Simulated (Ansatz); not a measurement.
## A reaction path, image by image

BNH₄F₂, closed shell, from BNH₄F₂ ([NH3][BH]([F])[F]) to a complex of BNH₂F₂ ([NH2][B]([F])[F]) + H₂; PBE0-D4/def2-SVP (Ansatz 0.2.0). Settings:

```yaml
hamiltonian: {xc: pbe0, dispersion: d4}
neb:
  images: 5
  climbing: true
  max_iterations: 40
  initial_path: idpp
```

First end:

B1  (-0.168, -0.340, -0.760)
H2  (0.680, 0.042, -1.541)
F3  (-0.135, -1.690, -0.480)
F4  (-1.440, 0.133, -1.006)
H5  (0.195, 1.371, 0.647)
N6  (0.213, 0.358, 0.713)
H7  (-0.476, 0.063, 1.400)
H8  (1.132, 0.062, 1.025)
(Å)

Second end:

B1  (-0.504, -0.682, -0.098)
H2  (1.090, 1.318, -1.858)
F3  (0.280, -1.580, -0.686)
F4  (-1.537, -0.216, -0.793)
H5  (1.253, 1.577, -1.177)
N6  (-0.256, -0.249, 1.202)
H7  (-0.839, 0.424, 1.665)
H8  (0.515, -0.592, 1.745)
(Å)

The ends were relaxed with PBE0-D4 in triple zeta, so they are not quite minima here (largest force components 0.28 and 0.49 eV/Å).

Energies along the converged band: It took 16 iterations. Path lengths are measured after rigid turns and shifts between images are taken out.
```csv
image,path length (Å),energy (kcal/mol)
0,0.00,0.00
1,0.76,0.37
2,1.52,5.47
3 (climbing),2.27,37.28
4,3.01,6.99
5,3.75,-0.24
6,4.49,-0.42
```
The barrier is narrow on this path: one image carries it, so the band shows its height but not its shape.
Energies count from the first end.

The images between the ends:
Image 1:
```xyz
8
angstrom
B -0.1895 -0.3260 -0.7705
H 0.5115 0.2550 -1.5910
F 0.0949 -1.6609 -0.5909
F -1.5380 -0.0637 -0.8602
H 0.5556 1.3070 0.6164
N 0.2226 0.3489 0.7172
H -0.6064 0.3511 1.3151
H 0.9494 -0.2113 1.1639
```

Image 2:
```xyz
8
angstrom
B -0.2323 -0.2994 -0.7462
H 0.3761 0.5340 -1.4319
F 0.2628 -1.5724 -0.8268
F -1.5956 -0.1939 -0.7992
H 0.7555 1.0123 0.3570
N 0.2063 0.2620 0.7766
H -0.5606 0.6280 1.3426
H 0.7879 -0.3704 1.3280
```

Image 3:
```xyz
8
angstrom
B -0.2431 -0.3014 -0.5422
H 0.4932 0.7360 -1.2192
F 0.3247 -1.4614 -0.9254
F -1.5386 -0.0899 -0.8474
H 0.6074 0.8391 -0.2002
N 0.1577 0.1653 0.8799
H -0.5841 0.5562 1.4541
H 0.7830 -0.4438 1.4003
```

Image 4:
```xyz
8
angstrom
B -0.3820 -0.5144 -0.2994
H 0.6915 0.9783 -1.3192
F 0.3412 -1.4391 -0.9239
F -1.4983 -0.0922 -0.8856
H 0.7506 1.0420 -0.5564
N -0.0443 -0.0884 0.9957
H -0.6211 0.5617 1.5069
H 0.7626 -0.4478 1.4819
```

Image 5:
```xyz
8
angstrom
B -0.4804 -0.6562 -0.1866
H 0.9640 1.2768 -1.5790
F 0.2685 -1.5683 -0.7974
F -1.5694 -0.2284 -0.8168
H 0.9574 1.2940 -0.8185
N -0.1405 -0.1723 1.0781
H -0.6890 0.5295 1.5534
H 0.6895 -0.4750 1.5669
```

The band counts as converged below 0.05 eV/Å. Hardware: 2 CPU threads of an Arm Neoverse V2, shared host. Wall time about 110 s.
